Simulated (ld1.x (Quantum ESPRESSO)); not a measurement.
## Configuration tests for germanium (Ge) (TM)

```
Element                 : Ge (Z = 32)
Generator               : ld1.x (Quantum ESPRESSO) 7.5
Type                    : norm-conserving Troullier–Martins (Kleinman–Bylander form)
Functional              : LDA (PZ)
Relativity              : scalar-relativistic
Frozen core             : [Ar]
Valence charge          : 14
Reference configuration : 3d10 4s2 4p2
Partial waves           : 4s (bound): rc 1.45 bohr; 3d (bound): rc 1.20 bohr; 4f channel at 0.35 Ry: rc 1.90 bohr; 4p (bound): rc 1.95 bohr
Local potential         : the p channel
Core correction         : none
```

Energies are relative to the spin-unpolarised reference configuration 3d10 4s2 4p2; without spin polarisation the order of configurations can differ from experiment. Spin-polarised rows fill each open shell by Hund’s rule, majority spin first.

| valence configuration | charge | ΔE all-electron (eV) | error AE − PS (meV) |
| --- | --- | --- | --- |
| 3d10 4s2 4p1 | +1 | 7.636 | -1.6 |
| 3d10 4s2 4p0 | +2 | 23.352 | -10 |
| 3d9 4s2 4p2 | +1 | 38.946 | -736 |
| 3d10 4s2 4p1.5 | +0.5 | 2.889 | -0.4 |
| 3d9 4s2 4p3 | 0 | 29.720 | -770 |
| 3d10 4s2 4p2.3 | -0.3 | -0.928 | +0.1 |
| 3d10 4s2 4p2 (spin-polarised) | 0 | -0.563 | +7.8 |

Question: What are ΔE and the potential's error for 3d10 4s2 4p1 (spin-polarised)?

Answer: ΔE = 7.451 eV all-electron; the error (AE − PS) is +1.4 meV.

Question: What are ΔE and the potential's error for 3d10 4s1 4p0?

Answer: ΔE = 58.570 eV all-electron; the error (AE − PS) is -12 meV.
